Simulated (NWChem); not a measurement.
# C$_{2}$H$_{6}$AlN; SMILES C=[CH][AlH][NH2]

```xyz
10

Al    -0.4903     0.5381     0.0000
H     -2.0784     0.5422     0.0000
C      0.5207    -1.1272     0.0000
C     -0.1042    -2.3174     0.0000
H      1.6138    -1.1557     0.0000
H      0.4287    -3.2700     0.0000
H     -1.1915    -2.4022     0.0000
N      0.3444     2.1146     0.0000
H     -0.1303     3.0093     0.0000
H      1.3477     2.2522     0.0000
```
Atoms are numbered in this order, from 1.

Level: B3LYP/6-31G* (spherical d) (NWChem), optimised geometry, unscaled harmonic frequencies. 

Task: List the harmonic frequencies with IR intensities, and the thermochemistry.

Result: 
```tsv
frequency (cm⁻¹)	IR intensity (km/mol)
71	0.4
130	0.2
273	2.5
331	15.2
415	255.9
473	5.3
539	60.2
560	33.8
642	25.8
750	151.6
828	179.2
998	33.1
1017	13.4
1070	12.9
1300	2.8
1459	18.3
1613	49.9
1658	18.7
1941	179.8
3105	22.4
3121	24.1
3187	27.5
3567	19.3
3657	14.2
```

| Item | Result |
|---|---|
| zero-point energy | 46.7 kcal/mol |
| thermal correction to the enthalpy at 298.15 K (with zero-point energy) | 51.4 kcal/mol |
| heat capacity Cv | 21.9 cal/(mol K) |
| entropy at 298.15 K and 1 atm (symmetry number 1) | 77.5 cal/(mol K) |
| dipole moment | 1.20 D |

Rigid rotor and harmonic oscillator; modes under 100 cm⁻¹ make the entropy uncertain.
